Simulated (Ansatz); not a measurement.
A reaction path, image by image

GaNH$_{6}$, closed shell, from GaNH₆ ([NH3][GaH3]) to a complex of GaNH₄ ([NH2][GaH2]) + H₂; r2SCAN-D4/cc-pVDZ (Ansatz 0.2.0). Settings:

```yaml
hamiltonian: {xc: r2scan, dispersion: d4}
neb:
  images: 7
  climbing: true
  max_iterations: 40
  initial_path: idpp
```

First end:

```
8
angstrom
Ga -0.7625 0.2466 -0.7887
H -0.1257 -0.5690 -1.9847
H -0.5906 1.8187 -0.7888
H -2.0358 -0.3600 -0.0727
H 1.6168 0.0937 0.4405
N 0.6965 -0.2252 0.7204
H 0.7411 -1.2258 0.8748
H 0.4600 0.2210 1.5990
```

Second end:

```
atom    x (Å)    y (Å)    z (Å)
 Ga1  -0.8855   0.4009  -0.0171
  H2   0.9915  -0.5959  -2.3068
  H3  -0.7296   1.8233  -0.6413
  H4  -1.8776  -0.7111  -0.4820
  H5   1.3258  -0.7069  -1.6472
  N6   0.1757   0.0092   1.4018
  H7   0.1561  -0.8673   1.8942
  H8   0.8436   0.6478   1.7983
```

The ends were relaxed with PBE0-D4 in triple zeta, so they are not quite minima here (largest force components 0.37 and 0.41 eV/Å).

Energies along the converged band: It took 15 iterations. Path lengths are measured after rigid turns and shifts between images are taken out.
```
       image  path length (Å)  energy (kJ/mol)
           0             0.00              0.0
           1             0.73              0.4
           2             1.46              2.1
           3             2.18             33.7
4 (climbing)             2.91            155.2
           5             3.41            113.1
           6             3.90             86.1
           7             4.40             79.7
           8             4.89             80.0
```
Energies count from the first end.

The images between the ends:
Image 1:
```json
{"atom": "Ga1", "x (Å)": "-0.7643", "y (Å)": "0.2702", "z (Å)": "-0.8057"}
{"atom": "H2", "x (Å)": "-0.0126", "y (Å)": "-0.3544", "z (Å)": "-2.0423"}
{"atom": "H3", "x (Å)": "-0.7308", "y (Å)": "1.8365", "z (Å)": "-0.6340"}
{"atom": "H4", "x (Å)": "-2.0007", "y (Å)": "-0.5119", "z (Å)": "-0.2195"}
{"atom": "H5", "x (Å)": "1.6355", "y (Å)": "-0.2728", "z (Å)": "0.3500"}
{"atom": "N6", "x (Å)": "0.6847", "y (Å)": "-0.2421", "z (Å)": "0.7239"}
{"atom": "H7", "x (Å)": "0.4986", "y (Å)": "-1.1586", "z (Å)": "1.1363"}
{"atom": "H8", "x (Å)": "0.6894", "y (Å)": "0.4330", "z (Å)": "1.4913"}
```

Image 2:
```json
{"atom": "Ga1", "x (Å)": "-0.7524", "y (Å)": "0.3101", "z (Å)": "-0.8041"}
{"atom": "H2", "x (Å)": "0.1567", "y (Å)": "-0.1268", "z (Å)": "-2.0169"}
{"atom": "H3", "x (Å)": "-0.8663", "y (Å)": "1.8490", "z (Å)": "-0.4893"}
{"atom": "H4", "x (Å)": "-1.9590", "y (Å)": "-0.6254", "z (Å)": "-0.4161"}
{"atom": "H5", "x (Å)": "1.4923", "y (Å)": "-0.6392", "z (Å)": "0.2841"}
{"atom": "N6", "x (Å)": "0.6580", "y (Å)": "-0.2695", "z (Å)": "0.7431"}
{"atom": "H7", "x (Å)": "0.3082", "y (Å)": "-1.0030", "z (Å)": "1.3627"}
{"atom": "H8", "x (Å)": "0.9624", "y (Å)": "0.5047", "z (Å)": "1.3365"}
```

Image 3:
```json
{"atom": "Ga1", "x (Å)": "-0.7656", "y (Å)": "0.3577", "z (Å)": "-0.7210"}
{"atom": "H2", "x (Å)": "0.4262", "y (Å)": "-0.1905", "z (Å)": "-1.6649"}
{"atom": "H3", "x (Å)": "-0.8299", "y (Å)": "1.9159", "z (Å)": "-0.5981"}
{"atom": "H4", "x (Å)": "-1.9938", "y (Å)": "-0.6043", "z (Å)": "-0.5924"}
{"atom": "H5", "x (Å)": "1.1225", "y (Å)": "-0.5254", "z (Å)": "-0.0211"}
{"atom": "N6", "x (Å)": "0.5785", "y (Å)": "-0.2695", "z (Å)": "0.8211"}
{"atom": "H7", "x (Å)": "0.3756", "y (Å)": "-1.0934", "z (Å)": "1.3877"}
{"atom": "H8", "x (Å)": "1.0865", "y (Å)": "0.4095", "z (Å)": "1.3886"}
```

Image 4:
```json
{"atom": "Ga1", "x (Å)": "-0.7781", "y (Å)": "0.3689", "z (Å)": "-0.4502"}
{"atom": "H2", "x (Å)": "0.6723", "y (Å)": "-0.2731", "z (Å)": "-1.4574"}
{"atom": "H3", "x (Å)": "-0.7591", "y (Å)": "1.9096", "z (Å)": "-0.6660"}
{"atom": "H4", "x (Å)": "-1.9325", "y (Å)": "-0.6424", "z (Å)": "-0.7091"}
{"atom": "H5", "x (Å)": "0.9139", "y (Å)": "-0.4133", "z (Å)": "-0.5204"}
{"atom": "N6", "x (Å)": "0.5416", "y (Å)": "-0.2682", "z (Å)": "0.8848"}
{"atom": "H7", "x (Å)": "0.3185", "y (Å)": "-1.0926", "z (Å)": "1.4433"}
{"atom": "H8", "x (Å)": "1.0233", "y (Å)": "0.4110", "z (Å)": "1.4749"}
```

Image 5:
```json
{"atom": "Ga1", "x (Å)": "-0.8184", "y (Å)": "0.3772", "z (Å)": "-0.2655"}
{"atom": "H2", "x (Å)": "0.8219", "y (Å)": "-0.3405", "z (Å)": "-1.5912"}
{"atom": "H3", "x (Å)": "-0.7370", "y (Å)": "1.8728", "z (Å)": "-0.7007"}
{"atom": "H4", "x (Å)": "-1.8822", "y (Å)": "-0.6616", "z (Å)": "-0.7367"}
{"atom": "H5", "x (Å)": "0.9778", "y (Å)": "-0.4303", "z (Å)": "-0.8232"}
{"atom": "N6", "x (Å)": "0.3885", "y (Å)": "-0.1932", "z (Å)": "1.0323"}
{"atom": "H7", "x (Å)": "0.2739", "y (Å)": "-1.0716", "z (Å)": "1.5279"}
{"atom": "H8", "x (Å)": "0.9754", "y (Å)": "0.4471", "z (Å)": "1.5572"}
```

Image 6:
```json
{"atom": "Ga1", "x (Å)": "-0.8731", "y (Å)": "0.3892", "z (Å)": "-0.1640"}
{"atom": "H2", "x (Å)": "0.9582", "y (Å)": "-0.4255", "z (Å)": "-1.8248"}
{"atom": "H3", "x (Å)": "-0.7469", "y (Å)": "1.8522", "z (Å)": "-0.6818"}
{"atom": "H4", "x (Å)": "-1.8739", "y (Å)": "-0.6896", "z (Å)": "-0.6729"}
{"atom": "H5", "x (Å)": "1.0917", "y (Å)": "-0.4864", "z (Å)": "-1.0739"}
{"atom": "N6", "x (Å)": "0.2360", "y (Å)": "-0.1024", "z (Å)": "1.2007"}
{"atom": "H7", "x (Å)": "0.2600", "y (Å)": "-1.0321", "z (Å)": "1.6075"}
{"atom": "H8", "x (Å)": "0.9480", "y (Å)": "0.4946", "z (Å)": "1.6091"}
```

Image 7:
```json
{"atom": "Ga1", "x (Å)": "-0.9108", "y (Å)": "0.3965", "z (Å)": "-0.0761"}
{"atom": "H2", "x (Å)": "1.0433", "y (Å)": "-0.5034", "z (Å)": "-2.0977"}
{"atom": "H3", "x (Å)": "-0.7805", "y (Å)": "1.8499", "z (Å)": "-0.6169"}
{"atom": "H4", "x (Å)": "-1.9045", "y (Å)": "-0.7019", "z (Å)": "-0.5538"}
{"atom": "H5", "x (Å)": "1.2107", "y (Å)": "-0.5598", "z (Å)": "-1.3569"}
{"atom": "N6", "x (Å)": "0.2047", "y (Å)": "-0.0610", "z (Å)": "1.2871"}
{"atom": "H7", "x (Å)": "0.2324", "y (Å)": "-0.9762", "z (Å)": "1.7259"}
{"atom": "H8", "x (Å)": "0.9045", "y (Å)": "0.5559", "z (Å)": "1.6881"}
```

The band counts as converged below 0.05 eV/Å. Hardware: 2 CPU threads of an Intel Xeon Platinum 8488C, shared host. Wall time about 2.4 min.
